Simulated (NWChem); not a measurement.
System: C4H4F2; SMILES C=CC=C(F)F

Parts of the log:

```
             Northwest Computational Chemistry Package (NWChem) 7.3.0
             --------------------------------------------------------

 CS  symmetry detected

                             Geometry "geometry" -> ""
                             -------------------------

 Output coordinates in angstroms (scale by  1.889725989 to convert to a.u.)

  No.       Tag          Charge          X              Y              Z
 ---- ---------------- ---------- -------------- -------------- --------------
    1 C                    6.0000     0.16330585    -2.73672293     0.00000000
    2 C                    6.0000    -0.30217699    -1.47982140     0.00000000
    3 C                    6.0000     0.53767507    -0.29738188     0.00000000
    4 C                    6.0000     0.05997108     0.94893613     0.00000000
    5 F                    9.0000     0.79982028     2.02861195     0.00000000
    6 F                    9.0000    -1.21240282     1.26480744     0.00000000
    7 H                    1.0000     1.23642149    -2.95043779     0.00000000
    8 H                    1.0000    -0.51651265    -3.59126493     0.00000000
    9 H                    1.0000    -1.38415254    -1.31000074     0.00000000
   10 H                    1.0000     1.62483644    -0.39913059     0.00000000

 Effective nuclear repulsion energy (a.u.)     218.2344891083

      Symmetry information
      --------------------

 Group name             Cs
 Group number              2
 Group order               2
 No. of unique centers    10

                                 NWChem DFT Module
                                 -----------------

 Summary of "ao basis" -> "ao basis" (spherical)
 ------------------------------------------------------------------------------
       Tag                 Description            Shells   Functions and Types
 ---------------- ------------------------------  ------  ---------------------
 C                          def2-svp                 6       14   3s2p1d
 F                          def2-svp                 6       14   3s2p1d
 H                          def2-svp                 3        5   2s1p

      Symmetry analysis of basis
      --------------------------

        a'         76
        a"         28

            General Information
            -------------------
          SCF calculation type: DFT
          Wavefunction type:  closed shell.
          No. of atoms     :    10
          No. of electrons :    46
           Alpha electrons :    23
            Beta electrons :    23
          Charge           :     0
          Spin multiplicity:     1
          Use of symmetry is: on ; symmetry adaption is: on
          Maximum number of iterations: 150
          AO basis - number of functions:   104
                     number of shells:    48
          Convergence on energy requested:  1.00D-06
          Convergence on density requested:  1.00D-05
          Convergence on gradient requested:  5.00D-04

              XC Information
              --------------
                       PW6B95 Method XC Functional
                     Hartree-Fock (Exact) Exchange  0.280
                    PW6B95 GGA Exchange Functional  0.720
                      PW6B95 Correlation Potential  1.000

             Grid Information
             ----------------
          Grid used for XC integration:  medium
          Radial quadrature: Mura-Knowles
          Angular quadrature: Lebedev.
          Tag              B.-S. Rad. Rad. Pts. Rad. Cut. Ang. Pts.
          ---              ---------- --------- --------- ---------
          C                   0.70       49          12.0       434
          F                   0.50       49          13.0       434
          H                   0.35       45          11.0       434
          Grid pruning is: on
          Number of quadrature shells:   474
          Spatial weights used:  Erf1

      Superposition of Atomic Density Guess
      -------------------------------------

 Sum of atomic energies:        -351.08138089

      Non-variational initial energy
      ------------------------------

 Total energy =    -354.081205
 1-e energy   =    -915.118082
 2-e energy   =     342.802388
 HOMO         =      -0.235931
 LUMO         =       0.003330

      Symmetry analysis of molecular orbitals - initial
      -------------------------------------------------

  Numbering of irreducible representations:

     1 a'          2 a"

  Orbital symmetries:

     1 a'          2 a'          3 a'          4 a'          5 a'
     6 a'          7 a'          8 a'          9 a'         10 a'
    11 a'         12 a'         13 a'         14 a'         15 a"
    16 a"         17 a'         18 a'         19 a'         20 a'
    21 a'         22 a"         23 a"         24 a"         25 a'
    26 a"         27 a'         28 a'         29 a'         30 a'
    31 a'         32 a'         33 a'

     ---------------------------------------------
      Total Density - Mulliken Population Analysis
     ---------------------------------------------

    Atom       Charge   Shell Charges
 -----------   ------   -------------------------------------------------------
    1 C    6     6.32   1.99  0.97  0.27  2.05  1.02  0.03
    2 C    6     6.07   1.99  0.96  0.25  1.93  0.89  0.04
    3 C    6     6.44   1.99  0.96  0.27  2.13  1.07  0.03
    4 C    6     4.89   1.99  0.85  0.13  1.37  0.44  0.11
    5 F    9     9.33   1.99  1.14  0.76  3.42  2.02  0.01
    6 F    9     9.33   1.99  1.14  0.76  3.42  2.02  0.01
    7 H    1     0.90   0.67  0.21  0.03
    8 H    1     0.89   0.67  0.20  0.03
    9 H    1     0.91   0.68  0.21  0.02
   10 H    1     0.89   0.66  0.21  0.03

   convergence    iter        energy       DeltaE   RMS-Dens  Diis-err
 ---------------- ----- ----------------- --------- --------- ---------
 d= 0,ls=0.0,diis     1   -354.4731106149 -5.73D+02  1.57D-02  1.05D+00
 d= 0,ls=0.0,diis     2   -354.3579668033  1.15D-01  9.86D-03  2.19D+00
 d= 0,ls=0.0,diis     3   -354.6026736667 -2.45D-01  2.37D-03  3.66D-02
 d= 0,ls=0.0,diis     4   -354.6060334796 -3.36D-03  9.60D-04  1.82D-02
 d= 0,ls=0.0,diis     5   -354.6083532270 -2.32D-03  1.62D-04  6.73D-04
  Resetting Diis
 d= 0,ls=0.0,diis     6   -354.6084112058 -5.80D-05  5.77D-05  4.12D-05
 d= 0,ls=0.0,diis     7   -354.6084162030 -5.00D-06  5.04D-05  8.08D-06
 d= 0,ls=0.0,diis     8   -354.6084145045  1.70D-06  3.04D-05  2.21D-05
 d= 0,ls=0.0,diis     9   -354.6084171844 -2.68D-06  1.54D-06  2.60D-08
 d= 0,ls=0.0,diis    10   -354.6084171882 -3.79D-09  8.68D-07  6.44D-09

         Total DFT energy =     -354.608417188159
      One electron energy =     -918.351778265080
           Coulomb energy =      389.996238083338
    Exchange-Corr. energy =      -44.487366114710
 Nuclear repulsion energy =      218.234489108293

 Numeric. integr. density =       45.999990873095

                  Occupations of the irreducible representations
                  ----------------------------------------------

                     irrep           alpha         beta
                     --------     --------     --------
                     a'               19.0         19.0
                     a"                4.0          4.0

                       DFT Final Molecular Orbital Analysis
                       ------------------------------------

 Vector   21  Occ=2.000000D+00  E=-3.801089D-01  Symmetry=a'
              MO Center= -1.8D-02, -2.0D+00, -1.5D-14, r^2= 2.8D+00
   Bfn.  Coefficient  Atom+Function         Bfn.  Coefficient  Atom+Function
  ----- ------------  ---------------      ----- ------------  ---------------
    18     -0.298622   2 C  px               95      0.295894   9 H  s
     4      0.292090   1 C  px               85      0.271405   7 H  s
    90     -0.236085   8 H  s                32      0.188353   3 C  px
    86      0.160793   7 H  s                96      0.159834   9 H  s
    33      0.148531   3 C  py              100      0.139357  10 H  s

 Vector   22  Occ=2.000000D+00  E=-3.471972D-01  Symmetry=a"
              MO Center=  8.5D-02, -9.4D-01,  2.6D-14, r^2= 2.6D+00
   Bfn.  Coefficient  Atom+Function         Bfn.  Coefficient  Atom+Function
  ----- ------------  ---------------      ----- ------------  ---------------
    20      0.349445   2 C  pz               34      0.331511   3 C  pz
     6      0.238738   1 C  pz               37      0.216475   3 C  pz
    23      0.195716   2 C  pz               48      0.169308   4 C  pz
    76      0.149096   6 F  pz                9      0.140286   1 C  pz
    62      0.138477   5 F  pz               79     -0.108675   6 F  pz

 Vector   23  Occ=2.000000D+00  E=-2.471961D-01  Symmetry=a"
              MO Center=  1.3D-01, -8.3D-01,  7.7D-16, r^2= 3.8D+00
   Bfn.  Coefficient  Atom+Function         Bfn.  Coefficient  Atom+Function
  ----- ------------  ---------------      ----- ------------  ---------------
     6      0.344995   1 C  pz               48     -0.337009   4 C  pz
    34     -0.290209   3 C  pz                9      0.256129   1 C  pz
    37     -0.238656   3 C  pz               20      0.227662   2 C  pz
    62     -0.182962   5 F  pz               23      0.176880   2 C  pz
    76     -0.173728   6 F  pz               51     -0.167624   4 C  pz

 Vector   24  Occ=0.000000D+00  E=-2.046021D-02  Symmetry=a"
              MO Center=  6.6D-02, -9.6D-01,  1.4D-14, r^2= 4.0D+00
   Bfn.  Coefficient  Atom+Function         Bfn.  Coefficient  Atom+Function
  ----- ------------  ---------------      ----- ------------  ---------------
     9      0.479890   1 C  pz               48      0.444004   4 C  pz
    23     -0.374911   2 C  pz                6      0.364490   1 C  pz
    51      0.361318   4 C  pz               20     -0.285479   2 C  pz
    37     -0.210249   3 C  pz               34     -0.198155   3 C  pz
    62      0.159789   5 F  pz               76      0.147867   6 F  pz

[...]
```

Level: PW6B95/def2-SVP. All runs use the structure optimised with PBE0/def2-SVP.

**Question.** Which NWChem input produces such a log?

**Answer.** This is not unique; one that fits is the input that was run:
```
start job
memory heap 200 mb stack 900 mb global 1100 mb
geometry units angstroms noautoz
  C      0.164047    -2.735693     0.000000
  C     -0.301691    -1.478886     0.000000
  C      0.537921    -0.296276     0.000000
  C      0.059964     0.949945     0.000000
  F      0.799594     2.029771     0.000000
  F     -1.212474     1.265558     0.000000
  H      1.237206    -2.949190     0.000000
  H     -0.515598    -3.590373     0.000000
  H     -1.383701    -1.309285     0.000000
  H      1.625103    -0.397804     0.000000
end
basis spherical
  * library def2-svp
end
dft
  xc pw6b95
  iterations 150
  mulliken
end
task dft energy
```
